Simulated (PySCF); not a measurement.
**Two-component Hartree-Fock for Ca¹⁶⁺ (calcium, charge +16)**

Start: [He] 2s2. Calculated with PySCF 2.14 in an even-tempered Gaussian basis (17 s from 3.4 bohr⁻², ratio 2.4; 11 p from 4.4 bohr⁻², ratio 2.4; 5 d from 14 bohr⁻², ratio 2.6; 4 f from 22 bohr⁻², ratio 2.6): generalised Hartree-Fock with the X2C-1e Hamiltonian and a Gaussian nucleus; one run each with spin-orbit coupling (SO) switched off, then screened by Boettger's factors.

| spinor shell | electrons | ε, spin-free (eV) | ε, screened SO (eV) | weight of nominal j (screened SO) | rms radius, screened SO (bohr) |
| --- | --- | --- | --- | --- | --- |
| 1s1/2 | 2 | -4929.7 | -4929.7 | 1.000 | 0.0877 |
| 2s1/2 | 2 | -1081.4 | -1081.4 | 1.000 | 0.349 |

| quantity | spin-free | screened SO |
| --- | --- | --- |
| E (hartree) | -471.89696 | -471.89696 |
| M_J | 0 | 0 |
| ⟨J²⟩ | 0.000 | 0.000 |
| ⟨L²⟩ | 0.000 | 0.000 |
| ⟨S²⟩ | 0.000 | 0.000 |

Without spin-orbit coupling the j labels of p, d and f shells carry no meaning; the spin-free column gives the mean over the occupied spinors of each nl shell.
